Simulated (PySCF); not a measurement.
Dissociation curve of KF, singlet.

Computed with: UHF/def2-TZVP (PySCF); RHF/def2-TZVP (PySCF); UKS-PBE = unrestricted PBE/def2-TZVP (PySCF 2.14.0); RKS-PBE = restricted PBE/def2-TZVP in PySCF 2.14.0; UKS-M06-2X = PySCF with unrestricted M06-2X/def2-TZVP; RKS-M06-2X = PySCF 2.14.0 with restricted M06-2X/def2-TZVP; UKS-B3LYP = unrestricted B3LYP/def2-TZVP in PySCF; RKS-B3LYP = restricted B3LYP/def2-TZVP run with PySCF.

Scanned distances (Å): 1.73, 1.87, 1.96, 2.08, 2.11, 2.19, 2.25, 2.34, 2.39, 2.56, 2.73, 2.97, 3.28, 3.57, 3.95, 4.43, 4.84, 5.36, 5.86, 6.53, 7.68, 8.83.

Question: Where does the unrestricted solution first break spin symmetry (<S²> of 0.01 or more)?

Answer: UHF: between 4.43 and 4.84 Å; UKS-PBE: between 3.57 and 3.95 Å; UKS-M06-2X: between 6.53 and 7.68 Å; UKS-B3LYP: between 3.95 and 4.43 Å.

| R / Å | <S²> UHF | E(RHF) − E(UHF) / kJ/mol | <S²> UKS-PBE | E(RKS-PBE) − E(UKS-PBE) / kJ/mol | <S²> UKS-M06-2X | E(RKS-M06-2X) − E(UKS-M06-2X) / kJ/mol | <S²> UKS-B3LYP | E(RKS-B3LYP) − E(UKS-B3LYP) / kJ/mol |
|---|---|---|---|---|---|---|---|---|
| 1.73 | 0.00 | 0.0 | 0.00 | 0.0 | 0.00 | 0.0 | 0.00 | 0.0 |
| 1.87 | 0.00 | 0.0 | 0.00 | 0.0 | 0.00 | 0.0 | 0.00 | 0.0 |
| 1.96 | 0.00 | 0.0 | 0.00 | 0.0 | 0.00 | 0.0 | 0.00 | 0.0 |
| 2.08 | 0.00 | 0.0 | 0.00 | 0.0 | 0.00 | 0.0 | 0.00 | 0.0 |
| 2.11 | 0.00 | 0.0 | 0.00 | 0.0 | 0.00 | 0.0 | 0.00 | 0.0 |
| 2.19 | 0.00 | 0.0 | 0.00 | 0.0 | 0.00 | 0.0 | 0.00 | 0.0 |
| 2.25 | 0.00 | 0.0 | 0.00 | 0.0 | 0.00 | 0.0 | 0.00 | 0.0 |
| 2.34 | 0.00 | 0.0 | 0.00 | 0.0 | 0.00 | 0.0 | 0.00 | 0.0 |
| 2.39 | 0.00 | 0.0 | 0.00 | 0.0 | 0.00 | 0.0 | 0.00 | 0.0 |
| 2.56 | 0.00 | 0.0 | 0.00 | 0.0 | 0.00 | 0.0 | 0.00 | 0.0 |
| 2.73 | 0.00 | 0.0 | 0.00 | 0.0 | 0.00 | 0.0 | 0.00 | 0.0 |
| 2.97 | 0.00 | 0.0 | 0.00 | 0.0 | 0.00 | 0.0 | 0.00 | 0.0 |
| 3.28 | 0.00 | 0.0 | 0.00 | 0.0 | 0.00 | 0.0 | 0.00 | 0.0 |
| 3.57 | 0.00 | 0.0 | 0.00 | 0.0 | 0.00 | 0.0 | 0.00 | 0.0 |
| 3.95 | 0.00 | 0.0 | 0.10 | 0.6 | 0.00 | 0.0 | 0.00 | 0.0 |
| 4.43 | 0.00 | 0.0 | 0.22 | — | 0.00 | 0.0 | 0.17 | 2.7 |
| 4.84 | 0.99 | 7.8 | 0.29 | — | 0.00 | 0.0 | 0.26 | 7.1 |
| 5.36 | 1.00 | 39.5 | 0.36 | — | 0.00 | 0.0 | 0.34 | 12.9 |
| 5.86 | 1.00 | 64.1 | 0.40 | — | 0.00 | 0.0 | 0.39 | 17.7 |
| 6.53 | 1.00 | 90.2 | 0.44 | — | 0.00 | 0.0 | 0.43 | 22.9 |
| 7.68 | 1.00 | 123.0 | 0.47 | — | 0.41 | 7.1 | 0.47 | 29.2 |
| 8.83 | 1.00 | 146.9 | 0.49 | — | 0.48 | 15.8 | 0.50 | 33.7 |

A dash means that the run gave no value there, or that the column was ended at a point which the program doubted or which failed a test of continuity chosen for this set; such a test can also cut sound points.
